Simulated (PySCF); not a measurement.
A species of formula C7H15N has this rotational fingerprint, computed with PBE0/pcSseg-1 in PySCF (dipole) on a GFN2-xTB geometry, gas phase:

- Rotational constants: A = 3452, B = 1199, C = 1126 MHz
- Dipole components: |μa| = 1.46 D, |μb| = 1.01 D, |μc| = 0.70 D
- Inertial defect: -119.13 u·Å²
- κ: -0.94

Question: Which structure is it? (One computed conformer of each.)
A. `[CH3:1][CH2:2][C@@H:3]1[CH2:4][CH2:5][CH2:6][NH:7][CH2:8]1` with C1–C2–C3–C4 -166°, C2–C3–C4–C5 -71°, C3–C4–C5–C6 -54°, C4–C5–C6–N7 55°, C5–C6–N7–C8 -56°
B. `[CH3:1][CH2:2][CH2:3][N:4]1[CH2:5][CH2:6][CH2:7][CH2:8]1` with C1–C2–C3–N4 173°, C2–C3–N4–C5 68°, C3–N4–C5–C6 148°, N4–C5–C6–C7 6°, C5–C6–C7–C8 -29°, C6–C7–C8–N4 42°
C. `[CH2:1]=[N:2][CH2:3][C@@H:4]([CH3:5])[CH2:6][CH2:7][CH3:8]` with C1–N2–C3–C4 -122°, N2–C3–C4–C5 175°, C3–C4–C6–C7 170°, C4–C6–C7–C8 -173°
D. `[CH3:1]/[N:2]=[CH:3]\[CH2:4][C:5]([CH3:6])([CH3:7])[CH3:8]` with N2–C3–C4–C5 106°

Answer: D. It is C/N=C\CC(C)(C)C, a near-prolate asymmetric top, point group C1. The candidates at the same level (rigid rotor, commonest isotopes):

```tsv
SMILES	A (MHz)	B (MHz)	C (MHz)	μa (D)	μb (D)	μc (D)	Δ (u·Å²)	point group	rotor
C/N=C\CC(C)(C)C	3452	1199	1126	1.46	1.01	0.70	-119.13	C1	near-prolate asymmetric top
CC[C@@H]1CCCNC1	3327	1519	1284	0.52	1.05	0.33	-91.18	C1	asymmetric top
C=NC[C@@H](C)CCC	2945	1045	824.8	0.90	0.89	0.53	-42.36	C1	asymmetric top
CCCN1CCCC1	5537	1013	910.1	0.29	0.07	0.50	-35.07	C1	near-prolate asymmetric top
```

`CCCN1CCCC1` has A 60 % too high; `CC[C@@H]1CCCNC1` has B 27 % too high; `C=NC[C@@H](C)CCC` has C 27 % too low. No structure here is proved a minimum.
